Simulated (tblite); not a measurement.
Species: C5H2NS (doublet state).
Bonds: N1–C2 (triple), C2–C3, C3–C4 (aromatic), C4–C5 (aromatic), C5–S6 (aromatic), S6–C7 (aromatic), C3–C7 (aromatic). Hydrogens: H8 on C5; H9 on C7.
Bond orders are those of one Lewis drawing.

Computed with GFN2-xTB (tblite), gas phase: L-BFGS steps from a force-field or distance-geometry start until the largest atomic force falls under 0.01 eV/Å.

Step 3: E = -482.2811 eV
```
atom  x, y, z in Å  |  force x, y, z in eV/Å
N1      3.1143   -0.6981    0.0089   -0.402   0.068  -0.018
C2      1.9883   -0.4694    0.0013    0.119  -0.029   0.044
C3      0.6060   -0.1811    0.0041    0.096   0.068  -0.064
C4     -0.4451   -1.1192    0.0896   -0.504   0.306   0.031
C5     -1.6899   -0.6361    0.0788    0.801  -0.113  -0.046
S6     -1.6333    1.1145   -0.0711    0.141  -0.008   0.018
C7      0.0853    1.0903   -0.0937   -0.003   0.012   0.013
H8     -2.6346   -1.1133    0.1302   -0.260  -0.201   0.022
H9      0.6225    2.0185   -0.1733    0.013  -0.104   0.001
```

Step 4: E = -482.2877 eV
```
atom  x, y, z in Å  |  force x, y, z in eV/Å
N1      3.1109   -0.6976    0.0086   -0.088   0.003  -0.013
C2      1.9872   -0.4693    0.0019   -0.115   0.018   0.033
C3      0.6073   -0.1801    0.0032    0.008   0.062  -0.048
C4     -0.4484   -1.1152    0.0900   -0.011   0.091   0.030
C5     -1.6839   -0.6386    0.0783    0.097  -0.051  -0.032
S6     -1.6313    1.1153   -0.0709    0.093   0.020   0.015
C7      0.0859    1.0900   -0.0935    0.015   0.006   0.009
H8     -2.6367   -1.1152    0.1304   -0.041  -0.095   0.010
H9      0.6224    2.0167   -0.1733    0.041  -0.053  -0.003
```

Step 5: E = -482.2888 eV
```
atom  x, y, z in Å  |  force x, y, z in eV/Å
N1      3.1082   -0.6973    0.0083   -0.002  -0.017  -0.008
C2      1.9852   -0.4691    0.0027   -0.114   0.023   0.021
C3      0.6077   -0.1788    0.0021   -0.022   0.030  -0.029
C4     -0.4480   -1.1129    0.0906    0.054   0.004   0.025
C5     -1.6825   -0.6403    0.0777   -0.043  -0.010  -0.026
S6     -1.6292    1.1161   -0.0706    0.038   0.008   0.015
C7      0.0865    1.0899   -0.0933    0.010   0.039   0.002
H8     -2.6373   -1.1170    0.1306    0.021  -0.064   0.005
H9      0.6231    2.0153   -0.1733    0.059  -0.015  -0.006
```

Step 6: E = -482.2894 eV
```
atom  x, y, z in Å  |  force x, y, z in eV/Å
N1      3.1058   -0.6974    0.0080    0.008  -0.020  -0.004
C2      1.9829   -0.4687    0.0035   -0.047   0.014   0.009
C3      0.6074   -0.1775    0.0009   -0.040   0.017  -0.009
C4     -0.4471   -1.1115    0.0914    0.027  -0.031   0.017
C5     -1.6823   -0.6414    0.0768   -0.057   0.009  -0.018
S6     -1.6274    1.1167   -0.0702   -0.014  -0.002   0.013
C7      0.0870    1.0908   -0.0932    0.002   0.034  -0.002
H8     -2.6373   -1.1193    0.1308    0.048  -0.043   0.002
H9      0.6246    2.0143   -0.1734    0.073   0.023  -0.008
```

**Question.** Estimate the geometry and energy of step 7. (The exact step hangs on the optimiser's Hessian estimate; all steps are aligned on step 6, rigid shifts and turns removed.)

**Answer.** E = -482.2898 eV, largest force 0.073 eV/Å
```
atom  x, y, z in Å  |  force x, y, z in eV/Å
N1      3.1038   -0.6977    0.0077   -0.008  -0.017   0.001
C2      1.9809   -0.4682    0.0042    0.012   0.005  -0.002
C3      0.6065   -0.1763    0.0000   -0.029  -0.003   0.008
C4     -0.4465   -1.1110    0.0923   -0.011  -0.033   0.006
C5     -1.6824   -0.6420    0.0759   -0.031   0.015  -0.009
S6     -1.6264    1.1170   -0.0696   -0.047  -0.005   0.010
C7      0.0873    1.0920   -0.0931   -0.002   0.038  -0.006
H8     -2.6366   -1.1218    0.1310    0.050  -0.031   0.000
H9      0.6271    2.0140   -0.1737    0.066   0.031  -0.008
```

The energy changes by -0.0004 eV. The first-order estimate −F·Δx gives -0.0005 eV and the mean of the old and new forces, exact on a quadratic surface, -0.0004 eV. The step makes an angle of 48° with the force vector and moves no atom by more than 0.003 Å.

The cost below is that of the whole relaxation. The run took under 0.1 s wall on one thread, Arm Neoverse V2 (aarch64), on a shared host.
